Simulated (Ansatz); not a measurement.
Relaxing a trial structure of Cl2FH3Sn2

The starting geometry of this gas-phase singlet was optimised with GFN2-xTB.

```json
{"atom": "Cl", "x (Å)": "-1.5168", "y (Å)": "0.6414", "z (Å)": "1.0103"}
{"atom": "Cl", "x (Å)": "-1.0444", "y (Å)": "2.6480", "z (Å)": "-2.0715"}
{"atom": "F", "x (Å)": "0.8863", "y (Å)": "-0.2986", "z (Å)": "-1.4638"}
{"atom": "Sn", "x (Å)": "0.8084", "y (Å)": "-0.7195", "z (Å)": "0.8351"}
{"atom": "Sn", "x (Å)": "1.1994", "y (Å)": "2.0441", "z (Å)": "-1.7402"}
{"atom": "H", "x (Å)": "-2.5817", "y (Å)": "-0.0390", "z (Å)": "1.2007"}
{"atom": "H", "x (Å)": "-0.5606", "y (Å)": "-2.1847", "z (Å)": "0.7557"}
{"atom": "H", "x (Å)": "1.2051", "y (Å)": "1.8331", "z (Å)": "0.5241"}
```

Q: Predict what becomes of its bonds when it is optimised with B3LYP-D3(BJ)/def2-SVP.

A: It falls apart into ClFH2Sn2 + ClH. Distances that change by over a tenth: Sn4–Sn5 (3.80 → 3.31 Å), Sn4–H7 (2.01 → 1.77 Å). Contacts that open: Cl1–Sn4 (2.70 → 3.63 Å). Contacts that close: F3–Sn4 (2.34 → 2.22 Å), F3–Sn5 (2.38 → 2.15 Å), Sn4–H8 (2.60 → 2.00 Å), Sn5–H8 (2.27 → 1.97 Å).

The energy falls by 1.75 eV over 23 steps:

```csv
step,E − E(last) (eV)
1,1.749
3,0.783
6,0.621
8,0.394
11,0.149
13,0.104
16,0.020
18,0.002
21,0.000
23,0.000
```

Final geometry (Å):

| atom | x (Å) | y (Å) | z (Å) |
| --- | --- | --- | --- |
| Cl | -1.9287 | 0.8462 | 1.8502 |
| Cl | -1.4396 | 1.5115 | -1.6604 |
| F | 1.5843 | -0.2233 | -1.4377 |
| Sn | 0.9833 | -0.9197 | 0.5853 |
| Sn | 0.9696 | 1.8269 | -1.2658 |
| H | -1.9305 | 1.0281 | 0.5539 |
| H | -0.6167 | -1.2161 | -0.1213 |
| H | 0.7739 | 1.0713 | 0.5462 |

The end wasn't checked by frequencies. Atoms past krypton carry core potentials, without spin–orbit terms. Run with Ansatz 0.2.0, 93 s on 2 threads of Arm Neoverse V2 (shared host).
